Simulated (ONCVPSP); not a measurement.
## hafnium (Hf): excitation energies, all-electron against ONCV

Hf, optimised norm-conserving Vanderbilt (ONCV), made with ONCVPSP 4.0.1 (PBE, scalar-relativistic). Core [Kr] 4d10, reference 4f14 5s2 5p6 5d3 6s1. Waves: 5s+6s: rc 1.75 bohr, ncon 3, nbas 6, qcut 5.3 1/bohr, 2 projectors; 5p: rc 1.55 bohr, ncon 5, nbas 9, qcut 9.2 1/bohr, 2 projectors, debl 3.2 Ha; 5d: rc 1.95 bohr, ncon 4, nbas 9, qcut 4.1 1/bohr, 2 projectors, debl 0.6 Ha; 4f: rc 0.60 bohr, ncon 3, nbas 8, qcut 17.4 1/bohr, 2 projectors, debl 4 Ha. Local part: polynomial inside 0.40 bohr (lpopt 5, dvloc0 0 Ha). Core correction: Teter function, fcfact 5.25, rcfact 1.35.

Energies are relative to the spin-unpolarised reference configuration 4f14 5s2 5p6 5d3 6s1; without spin polarisation the order of configurations can differ from experiment.

(1) Give the all-electron excitation energy and the error of the potential for: 4f14 5s2 5p6 5d2 6s2; 4f14 5s2 5p6 5d2 6s1; 4f14 5s2 5p6 5d2 6s0; 4f14 5s2 5p6 5d2.5 6s1.5.

Levels in the configuration 4f14 5s2 5p6 5d2.5 6s1.5:

| level | all-electron (eV) | pseudo (eV) |
| --- | --- | --- |
| 4f | -16.090 | -16.106 |
| 5s | -66.263 | -66.237 |
| 5p | -34.880 | -34.881 |
| 5d | -2.298 | -2.300 |
| 6s | -4.901 | -4.899 |

Note: ghosts flagged at negative energy: s at -1864.7 eV, s at -164.5 eV, p at -1207.0 eV, d at -749.9 eV; GHOST(+) flagged for d at 232.3 eV, p at 305.3 eV. A true bound ghost makes a file unfit for plane-wave use.

## Answers

(1)

```json
{"valence configuration": "4f14 5s2 5p6 5d2 6s2", "charge": "0", "ΔE all-electron (eV)": "-2.593", "error AE − PS (meV)": "+0.3"}
{"valence configuration": "4f14 5s2 5p6 5d2 6s1", "charge": "+1", "ΔE all-electron (eV)": "5.384", "error AE − PS (meV)": "+0.1"}
{"valence configuration": "4f14 5s2 5p6 5d2 6s0", "charge": "+2", "ΔE all-electron (eV)": "19.564", "error AE − PS (meV)": "-3.3"}
{"valence configuration": "4f14 5s2 5p6 5d2.5 6s1.5", "charge": "0", "ΔE all-electron (eV)": "-1.338", "error AE − PS (meV)": "+1.1"}
```
